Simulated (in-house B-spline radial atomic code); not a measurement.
Configurations of C3+, with energies counted from [He] 2s1. All numbers are computed (Dirac-Hartree-Fock, average of configuration; Fermi nucleus of rms radius 2.4702 fm) with a radial B-spline atomic code at the basis-set limit, not measured. Energies include first-order Breit, QED and recoil terms.

| configuration | E - E(ref) (eV) | highest orbital | its <r> (bohr) |
| --- | --- | --- | --- |
| [He] 5s1 | 55.104 | 5s1/2 | 8.811 |
| [He] (5p3/2)1 | 55.542 | 5p3/2 | 8.992 |
| [He] 6s1 | 58.005 | 6s1/2 | 12.82 |
| [He] (6p3/2)1 | 58.255 | 6p3/2 | 13.09 |
| [He] (6d5/2)1 | 58.324 | 6d5/2 | 12.74 |
| [He] (6f7/2)1 | 58.327 | 6f7/2 | 12 |
| [He] (6g9/2)1 | 58.327 | 6g9/2 | 11 |

(1) Order these further configurations by energy, lowest first.
A. [He] 4s1
B. [He] (2p1/2)1
C. [He] 3s1
D. [He] (5d3/2)1
E. [He] (3d3/2)1

(2) How far above the reference does [He] (5f7/2)1 lie?

(3) How far above the reference does [He] (4p3/2)1 lie?

(4) How far above the reference does [He] (3p1/2)1 lie?

Results:

(1) B (8.0703 eV), C (37.459 eV), E (40.173 eV), A (49.653 eV), D (55.662 eV).

(2) 55.666 eV; its least bound orbital is 5f7/2 with <r> = 7.875 bohr.

(3) 50.526 eV; its least bound orbital is 4p3/2 with <r> = 5.644 bohr.

(4) 39.613 eV; its least bound orbital is 3p1/2 with <r> = 3.044 bohr.
